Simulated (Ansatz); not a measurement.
Molecule: sum formula ZnO₂H₂, net charge 0, singlet state. 
Coordinates optimised at B3LYP-D3(BJ)/def2-TZVP (Ansatz, a quantum-chemistry and plane-wave program):
```xyz
5

Zn    -0.0001     0.0083     0.0015
O      1.1532     0.1724    -1.3393
H      1.8905     0.7656    -1.1673
O     -1.1515    -0.3325     1.3103
H     -1.9018     0.2678     1.3544
```
Charge 0, spin multiplicity 1.

Basis-set convergence of Hartree-Fock and CCSD(T) correlation energies (hartree) with Ansatz. Valence correlation only, unless marked. No spin-orbit coupling. Frozen are the shells of the preceding noble gas and the d and f shells that filled before the atom's block. Non-relativistic.

```
basis        functions        E(HF)  E(corr, CCSD(T))  rough core time
-----------  ---------  -----------  ----------------  ---------------
def2-SVPD           96  -1928.37886          -0.72864       under 20 s
def2-TZVPPD        181          ___               ___             40 s
```

Task: What belongs in the gaps?

Result: 
- def2-TZVPPD, E(HF): -1928.79347
- def2-TZVPPD, E(corr, CCSD(T)): -0.99332
